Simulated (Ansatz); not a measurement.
Consider the cleavage of the Si–Si bond: `F[SiH2]O[SiH2][SiH3]` + `[OH][In]([F])[F]` → `[F][In]([F])[O][SiH3]` + `F[SiH2]O[SiH3]`.

Calculated with Ansatz (gas phase, PBE0-D4/def2-TZVP geometries, no zero-point term in ΔE). CBS: MP2 limit from def2 TZ/QZ plus the TZ coupled-cluster correction, frozen cores. Functionals use def2-TZVPP. def2 core potentials past Kr. For In outer-core shells are correlated without core-valence functions, which leaves a few kJ/mol of doubt a bond. Each species was taken in one conformer, which may not be the lowest.

(1) Is it downhill or uphill in electronic energy at CCSD(T)/CBS, and by how much? (An estimate is asked.)

(2) What do these levels give: PBE0-D4, ωB97X-V, B2PLYP, SCS-MP2/def2-TZVPP, CCSD/def2-TZVPP, CCSD(T)/def2-TZVPP, HF/def2-QZVPP, MP2/def2-QZVPP, SCS-MP2/def2-QZVPP, HF/CBS(def2), MP2/CBS(def2), CCSD/CBS(def2)? (An estimate is asked.)

Largest T1 diagnostic among the species: 0.018.

Answers

(1) The calculation gave: Downhill: ΔE = -102.8 kJ/mol.

(2) Ansatz gave: PBE0-D4 -80.2, ωB97X-V -97.8, B2PLYP -106.5, SCS-MP2/def2-TZVPP -117.1, CCSD/def2-TZVPP -107.8, CCSD(T)/def2-TZVPP -103.5, HF/def2-QZVPP -138.6, MP2/def2-QZVPP -112.2, SCS-MP2/def2-QZVPP -117.5, HF/CBS(def2) -139.0, MP2/CBS(def2) -111.0, CCSD/CBS(def2) -107.2 kJ/mol.

From PBE to PBE0 (25 % exact exchange), in def2-TZVPP and without D4, ΔE moves by −11.8 kJ/mol. The D4 term adds +4.8 kJ/mol with B3LYP and +2.8 kJ/mol with PBE0; it sums over pairs of atoms, weighted by their polarisabilities, and B3LYP, whose exchange is more repulsive, gets the larger term. In def2-TZVPP, CCSD(T) changes the Hartree–Fock value by +32.3 kJ/mol (the triples alone add +4.3 kJ/mol) and MP2 by +24.2 kJ/mol.

B3LYP here is the variant with VWN-RPA as its local correlation; programs differ in this.
